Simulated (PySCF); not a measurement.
Input for PySCF:
```python
from pyscf import gto, scf, dft

mol = gto.Mole()
mol.atom = '''
    Si   -0.000000   -0.000000   -1.066604
    S     0.000000    0.000000    0.933278
'''
mol.basis = 'def2-svp'
mol.charge = 0
mol.spin = 0
mol.verbose = 4
mol.build()

mf = dft.RKS(mol)
mf.xc = 'm062x'
mf.kernel()
mf.analyze()
```

### Question
What does this run give for the HOMO-LUMO gap, total energy, HOMO energy, number of basis functions, dipole moment, nuclear repulsion energy?

### Answer

The HOMO-LUMO gap comes out as 7.43 eV and the total energy is -687.4455 Eh. The HOMO energy comes out as -8.98 eV and the number of basis functions is 36. The dipole moment comes out as 2.03 D. The nuclear repulsion energy is 59.2713 Eh.
